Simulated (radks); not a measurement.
The numbers below are computed, except where a source is named.
Problem. All-electron atom: the iron ion Fe16+ in [Ne]. Level of theory: non-relativistic Kohn-Sham, PBE, spin-unpolarised, spherical densities, point nucleus (a radial shooting solver on a logarithmic mesh with Libxc functionals). Some entries of the table are withheld. Estimate them.

| orbital | occ. | eigenvalue (hartree) | <r^2> (bohr^2) |
|---|---|---|---|
| 1s | 2 | -274.9241 | (1) |
| 2s | 2 | (2) | (3) |
| 2p | 6 | -44.68493 | 0.06553 |

Solution. 
(1) 1s <r^2> (bohr^2): 0.004683
(2) 2s eigenvalue (hartree): -48.54545
(3) 2s <r^2> (bohr^2): 0.08281
